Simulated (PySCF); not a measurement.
Isomers of C4H11PSi.

All values: PBE0/pcSseg-1 (PySCF) at GFN2-xTB geometries, gas phase, one conformer each.

Task: Rank by the highest IAO charge on any atom, lowest value first.
A. `[CH2:1]=[CH:2][P:3]([CH3:4])[CH2:5][SiH3:6]` with C1–C2–P3–C4 -33°, C2–P3–C5–Si6 55°
B. `[CH2:1]=[CH:2][CH2:3][PH:4][CH2:5][SiH3:6]` with C1–C2–C3–P4 113°, C2–C3–P4–C5 -168°, C3–P4–C5–Si6 167°
C. `[PH2:1][SiH:2]1[CH2:3][CH2:4][CH2:5][CH2:6]1` with H–P1–Si2–C3 -29° and 64°, P1–Si2–C3–C4 104°, Si2–C3–C4–C5 37°, C3–C4–C5–C6 -52°, C4–C5–C6–Si2 39°
D. `[SiH3:1][PH:2][CH:3]1[CH2:4][CH2:5][CH2:6]1` with Si1–P2–C3–C4 61°, P2–C3–C4–C5 133°, C3–C4–C5–C6 -13°, C4–C5–C6–C3 13°, P2–C3–C6–C5 -136°
E. `[CH2:1]1[CH2:2][PH:3][CH2:4][CH2:5][SiH2:6]1` with Si6–C1–C2–P3 61°, C1–C2–P3–C4 -60°, C2–P3–C4–C5 60°, P3–C4–C5–Si6 -61°

Result: D (+0.403 e), A (+0.584 e), B (+0.605 e), C (+0.701 e), E (+0.752 e).

Task: Rank by the lowest Hirshfeld charge on any atom, lowest value first.
A. `[CH2:1]=[CH:2][CH2:3][PH:4][CH2:5][SiH3:6]` with C1–C2–C3–P4 113°, C2–C3–P4–C5 -168°, C3–P4–C5–Si6 167°
B. `[SiH3:1][PH:2][CH:3]1[CH2:4][CH2:5][CH2:6]1` with Si1–P2–C3–C4 61°, P2–C3–C4–C5 133°, C3–C4–C5–C6 -13°, C4–C5–C6–C3 13°, P2–C3–C6–C5 -136°
C. `[CH2:1]=[CH:2][CH2:3][P:4]([CH3:5])[SiH3:6]` with C1–C2–C3–P4 -111°, C2–C3–P4–C5 172°
D. `[H]/[P:6]=[C:4](/[CH:2]([CH3:1])[CH3:3])[SiH3:5]` with C1–C2–C4–Si5 -163°

Result: A (-0.203 e), C (-0.163 e), D (-0.124 e), B (-0.076 e).

Task: Rank by LUMO energy, highest first.
A. `[SiH3:1][PH:2][CH:3]1[CH2:4][CH2:5][CH2:6]1` with Si1–P2–C3–C4 61°, P2–C3–C4–C5 133°, C3–C4–C5–C6 -13°, C4–C5–C6–C3 13°, P2–C3–C6–C5 -136°
B. `[CH2:1]=[CH:2][P:3]([CH3:4])[CH2:5][SiH3:6]` with C1–C2–P3–C4 -33°, C2–P3–C5–Si6 55°
C. `[H]/[P:6]=[C:4](/[CH:2]([CH3:1])[CH3:3])[SiH3:5]` with C1–C2–C4–Si5 -163°
D. `[CH2:1]1[CH2:2][PH:3][CH2:4][CH2:5][SiH2:6]1` with Si6–C1–C2–P3 61°, C1–C2–P3–C4 -60°, C2–P3–C4–C5 60°, P3–C4–C5–Si6 -61°
E. `[CH2:1]=[CH:2][CH2:3][PH:4][CH2:5][SiH3:6]` with C1–C2–C3–P4 113°, C2–C3–P4–C5 -168°, C3–P4–C5–Si6 167°
F. `[PH2:1][SiH:2]1[CH2:3][CH2:4][CH2:5][CH2:6]1` with H–P1–Si2–C3 -29° and 64°, P1–Si2–C3–C4 104°, Si2–C3–C4–C5 37°, C3–C4–C5–C6 -52°, C4–C5–C6–Si2 39°

Result: D (0.91 eV), F (0.69 eV), A (0.39 eV), E (0.08 eV), B (-0.19 eV), C (-1.84 eV).

All values together:

```json
{"SMILES": "C=CCPC[SiH3]", "μ (D)": "1.32", "HOMO (eV)": "-6.91", "LUMO (eV)": "0.08", "lowest IAO charge (e)": "-0.721 (C)", "highest IAO charge (e)": "+0.605 (Si)", "lowest Hirshfeld charge (e)": "-0.203 (C)", "highest Hirshfeld charge (e)": "+0.310 (Si)"}
{"SMILES": "C1CPCC[SiH2]1", "μ (D)": "1.04", "HOMO (eV)": "-6.69", "LUMO (eV)": "0.91", "lowest IAO charge (e)": "-0.538 (C)", "highest IAO charge (e)": "+0.752 (Si)", "lowest Hirshfeld charge (e)": "-0.162 (C)", "highest Hirshfeld charge (e)": "+0.338 (Si)"}
{"SMILES": "P[SiH]1CCCC1", "μ (D)": "1.47", "HOMO (eV)": "-7.23", "LUMO (eV)": "0.69", "lowest IAO charge (e)": "-0.540 (C)", "highest IAO charge (e)": "+0.701 (Si)", "lowest Hirshfeld charge (e)": "-0.163 (C)", "highest Hirshfeld charge (e)": "+0.312 (Si)"}
{"SMILES": "[H]/P=C(\\[SiH3])C(C)C", "μ (D)": "1.04", "HOMO (eV)": "-7.34", "LUMO (eV)": "-1.84", "lowest IAO charge (e)": "-0.466 (C)", "highest IAO charge (e)": "+0.590 (Si)", "lowest Hirshfeld charge (e)": "-0.124 (C)", "highest Hirshfeld charge (e)": "+0.298 (Si)"}
{"SMILES": "C=CP(C)C[SiH3]", "μ (D)": "0.71", "HOMO (eV)": "-6.30", "LUMO (eV)": "-0.19", "lowest IAO charge (e)": "-0.730 (C)", "highest IAO charge (e)": "+0.584 (Si)", "lowest Hirshfeld charge (e)": "-0.204 (C)", "highest Hirshfeld charge (e)": "+0.303 (Si)"}
{"SMILES": "[SiH3]PC1CCC1", "μ (D)": "1.53", "HOMO (eV)": "-6.85", "LUMO (eV)": "0.39", "lowest IAO charge (e)": "-0.281 (C)", "highest IAO charge (e)": "+0.403 (Si)", "lowest Hirshfeld charge (e)": "-0.076 (H)", "highest Hirshfeld charge (e)": "+0.248 (Si)"}
{"SMILES": "C=CCP(C)[SiH3]", "μ (D)": "1.21", "HOMO (eV)": "-6.64", "LUMO (eV)": "0.06", "lowest IAO charge (e)": "-0.602 (C)", "highest IAO charge (e)": "+0.390 (Si)", "lowest Hirshfeld charge (e)": "-0.163 (C)", "highest Hirshfeld charge (e)": "+0.239 (Si)"}
```

Conformers: `[CH2:1]=[CH:2][CH2:3][PH:4][CH2:5][SiH3:6]` with C1–C2–C3–P4 113°, C2–C3–P4–C5 -168°, C3–P4–C5–Si6 167°; `[CH2:1]1[CH2:2][PH:3][CH2:4][CH2:5][SiH2:6]1` with Si6–C1–C2–P3 61°, C1–C2–P3–C4 -60°, C2–P3–C4–C5 60°, P3–C4–C5–Si6 -61°; `[PH2:1][SiH:2]1[CH2:3][CH2:4][CH2:5][CH2:6]1` with H–P1–Si2–C3 -29° and 64°, P1–Si2–C3–C4 104°, Si2–C3–C4–C5 37°, C3–C4–C5–C6 -52°, C4–C5–C6–Si2 39°; `[H]/[P:6]=[C:4](/[CH:2]([CH3:1])[CH3:3])[SiH3:5]` with C1–C2–C4–Si5 -163°; `[CH2:1]=[CH:2][P:3]([CH3:4])[CH2:5][SiH3:6]` with C1–C2–P3–C4 -33°, C2–P3–C5–Si6 55°; `[SiH3:1][PH:2][CH:3]1[CH2:4][CH2:5][CH2:6]1` with Si1–P2–C3–C4 61°, P2–C3–C4–C5 133°, C3–C4–C5–C6 -13°, C4–C5–C6–C3 13°, P2–C3–C6–C5 -136°; `[CH2:1]=[CH:2][CH2:3][P:4]([CH3:5])[SiH3:6]` with C1–C2–C3–P4 -111°, C2–C3–P4–C5 172°.
